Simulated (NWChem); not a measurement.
C2H5FOSi; SMILES C(/F)=C\O[SiH3]

```xyz
10

F      0.2748     2.8769    -0.0425
C     -0.4094     1.7344    -0.0889
C      0.1866     0.5691     0.1633
O     -0.5049    -0.5931     0.1575
Si     0.1518    -2.1198    -0.0721
H     -1.4681     1.8442    -0.3369
H      1.2563     0.5419     0.4113
H     -0.9270    -3.0790     0.2759
H      1.3345    -2.2926     0.8252
H      0.5829    -2.3055    -1.4896
```
Atoms are numbered in this order, from 1.

Computed with NWChem. Coordinates come from a PBE0/def2-SVP optimisation. Hybrids' shares of exact exchange are those that their runs print; pure functionals count as 0. The functionals differ in more than this share.

```csv
row,share of exact exchange,orbital gap (eV)
PBE/def2-TZVP,0.00,4.50
BLYP/def2-TZVP,0.00,4.52
TPSSh/def2-TZVP,0.10,withheld
B3LYP/def2-TZVP,0.20,6.21
PBE0/def2-TZVP,0.25,6.63
```

Fit a straight line of the last column on the one before it, predict the withheld value, and compare with the run.


1. Means of the 4 shown rows: x = 0.113, y = 5.465. Slope Σ(x − x̄)(y − ȳ)/Σ(x − x̄)² = 0.4403/0.05188 = 8.487; intercept 4.510.
2. The shown rows scatter about the line by 0.007 (root mean square); the largest residual is -0.01, at PBE/def2-TZVP.
3. At x = 0.10 (TPSSh/def2-TZVP; inside the shown range) the line gives 5.36.
4. The run gives 5.62, +0.26 from the line.
